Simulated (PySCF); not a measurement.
# Ionisation energy of Ga²⁺ by level of theory

Ga²⁺ [Ar] 3d10 4s1 (2S) → Ga³⁺ [Ar] 3d10 (1S), as a difference of total energies. Calculation: PySCF 2.14, in x2c-TZVPPall; the spin-free X2C one-electron Hamiltonian (Gaussian nucleus). Correlated levels: valence and next inner shell: [Ne] frozen. The calculations carry no spin-orbit coupling.

```json
{"method": "UHF", "ionisation energy (eV)": "29.626"}
{"method": "PBE", "ionisation energy (eV)": "31.547"}
{"method": "PBE0", "ionisation energy (eV)": "31.161"}
{"method": "r2SCAN", "ionisation energy (eV)": "31.287"}
{"method": "CAM-B3LYP", "ionisation energy (eV)": "31.552"}
{"method": "PBEsol", "ionisation energy (eV)": "31.460"}
{"method": "wB97X", "ionisation energy (eV)": "30.680"}
{"method": "wB97X-V", "ionisation energy (eV)": "30.854"}
{"method": "SCS-MP2 (valence and next inner shell)", "ionisation energy (eV)": "30.070"}
```

Question: Estimate what MP2 (valence and next inner shell) gives.

Answer: 30.172 eV, closest to SCS-MP2 (valence and next inner shell) among the rows shown.

Question: Estimate what LDA gives.

Answer: 31.869 eV, closest to CAM-B3LYP among the rows shown.

Errors of the correlated levels include the incompleteness of this basis and the frozen core.

For comparison: 30.726 eV (measured; NIST Atomic Spectra Database, ionization energies).
